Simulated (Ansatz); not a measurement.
The same path of a periodic cell of 17 atoms, Li (host Li, host structure bcc, interstitial Li) was run twice with different band settings. Lost on the way: Li1–Li17, Li9–Li17, Li14–Li17, Li15–Li17. Made: Li2–Li17, Li8–Li17, Li10–Li17, Li12–Li17.

These are results of DFT PBE, scalar-relativistic, plane waves, PAW (Ansatz), not measurements. Settings: cutoff 420 eV, k mesh 3x3x3, fermi-dirac smearing 0.15 eV, no spin polarisation.

Relaxed end points:

```xyz
17
Lattice="6.9800 0.0000 0.0000 0.0000 6.9800 0.0000 0.0000 0.0000 6.9800" Properties=species:S:1:pos:R:3
Li -0.025 -0.085 -0.036
Li 3.422 0.022 0.076
Li -0.140 3.540 -0.159
Li 0.729 0.403 2.992
Li 1.668 2.026 1.403
Li 3.577 3.183 0.181
Li 3.488 -0.037 3.429
Li 5.350 1.593 1.796
Li -0.036 3.418 3.482
Li 1.751 5.089 1.652
Li 1.755 1.747 5.274
Li 3.467 3.354 3.394
Li 5.237 5.178 1.697
Li 5.248 1.663 5.189
Li 1.763 5.142 5.234
Li 4.589 4.845 5.592
Li 6.171 6.073 4.254
```

```xyz
17
Lattice="6.9800 0.0000 0.0000 0.0000 6.9800 0.0000 0.0000 0.0000 6.9800" Properties=species:S:1:pos:R:3
Li -0.038 -0.142 0.182
Li 3.543 0.011 0.091
Li 0.306 3.582 -0.262
Li 0.086 -0.055 3.507
Li 1.659 1.836 1.706
Li 3.474 3.415 -0.054
Li 3.082 0.704 3.859
Li 5.327 1.745 1.784
Li 0.112 3.495 3.636
Li 1.828 5.215 1.794
Li 1.516 1.641 5.559
Li 3.524 3.476 3.590
Li 5.665 4.526 1.379
Li 5.361 1.709 5.332
Li 1.934 5.374 5.200
Li 5.253 5.279 5.328
Li 4.456 6.091 2.723
```

Common settings: climbing image yes; spring 5.0 eV/Å²; end points relaxed.

| run | movable images | optimiser | start path | force threshold | iteration limit |
| --- | --- | --- | --- | --- | --- |
| 1 | 5 | fire | straight line | 0.03 eV/Å | 23 |
| 2 | 2 | quadratic models (default) | default | 0.05 eV/Å | 50 |

What does each run give, and how far can it be trusted?

Run 1: converged after 23 iterations, highest image 0.132 eV above the first end. The order of the stationary point at the top wasn't checked.
Run 2: converged after 26 iterations, highest image 0.006 eV above the first end. The top lies less than 8 meV above the higher end, about what the thresholds resolve: that end is a shoulder or a very shallow well. The order of the stationary point at the top wasn't checked. A band with more images between the same ends climbed to 0.13 eV, so this one has probably stepped over the top. So few images can step over the top or miss a turn of the path.
Limits of this set-up: coarse k mesh.
